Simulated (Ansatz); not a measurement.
Mulliken charges of Cl$_{2}$FSV (`[F][V](=[S])([Cl])[Cl]`) from r2SCAN/def2-TZVPP in Ansatz (PBE0-D4/def2-TZVP geometry).

```csv
atom,x (Å),y (Å),z (Å),charge (e)
F1,-0.221,-0.215,1.759,-0.315
V2,0.007,-0.031,0.075,0.863
S3,1.550,-1.132,-0.489,-0.180
Cl4,-1.710,-0.693,-0.985,-0.184
Cl5,0.423,1.997,-0.401,-0.184
```

**Question.** By hand: the dipole of these point charges (1 e Å = 4.8032 D).

**Answer.** Σ q r = (0.033, 0.005, -0.146) e Å, of length 0.150 e Å = 0.72 D.

**Question.** How does the dipole of the full density compare? (An estimate is asked.)

**Answer.** Ansatz gave: (0.020, 0.002, -0.085) e Å, 0.42 D; the point charges give 1.71 times that, at 1° from its direction.

Point charges leave out the atoms' own dipoles, such as those of lone pairs, and Mulliken's split depends on the basis, so the two needn't agree.
